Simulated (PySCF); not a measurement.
Al(F)(OH)2 (AlFH2O2), SMILES [OH][Al]([OH])[F]. Geometry: TPSSh-D3(BJ)/def2-SVP. One conformer was computed; it need not be the lowest.

These are TPSSh-D3(BJ)/def2-SVP run with PySCF values and carry that method's errors.

Harmonic wavenumbers (cm⁻¹): 223, 239, 283, 324, 342, 581, 591, 700, 948, 972, 3889, 3893. Rotational constants (GHz): 6.514, 6.469, 3.246; symmetry number 1.

**Question.** Work out the zero-point energy and the ideal-gas rigid-rotor harmonic-oscillator thermochemistry at 298.15 K and 1 atm.

**Answer.** ZPE = ½ Σ hcν = ½ × 12984 cm⁻¹ = 18.56 kcal/mol. H − E(el) = 22.67 kcal/mol. Entropy in cal/(mol K): translation 39.05, rotation 25.27, vibration 9.23, total 73.55. G − E(el) = 0.74 kcal/mol. Cp = 20.26 cal/(mol K).
